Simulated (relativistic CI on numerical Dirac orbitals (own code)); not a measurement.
# Tc⁵⁺: 4p photoemission

Computed with this model: Dirac-Coulomb-Breit CI, orbitals from a KLI potential per configuration, model QED (radiative potential, 1s self-energy scaled to tabulated hydrogen-like ionisation energies), multiplet model of photoemission in the sudden approximation, unscaled Slater integrals; configurations [Kr] 4d2 → [Ar] 3d10 4s2 4p5 4d2; 80 K; Lorentzian 1.68 eV and Gaussian 0.6 eV FWHM. Energies are those of the free ion, without screening or charge transfer. The energies are binding energies and can lie tens of eV above those of solids. S is read from ⟨S²⟩ = S(S + 1).

free ion: ground-state S = 0.99, centroid 115.92 eV. Peaks (eV, height): 111.0 (50), 113.4 (100), 126.0 (16), 132.6 (17).

Strongest unbroadened transitions for free ion:

```
Energy (eV)  Relative strength
     110.69               34.3
     110.85               41.2
     111.11               15.4
     112.99               12.8
     113.12              100.0
     113.31               79.6
     113.97               31.2
     114.33                4.9
     114.71               26.5
     115.12               25.6
     115.21               30.1
     115.62               61.9
     117.20               11.3
     117.38               25.1
     117.83                6.3
     118.60                5.4
     126.09               36.5
     132.62               38.3
```
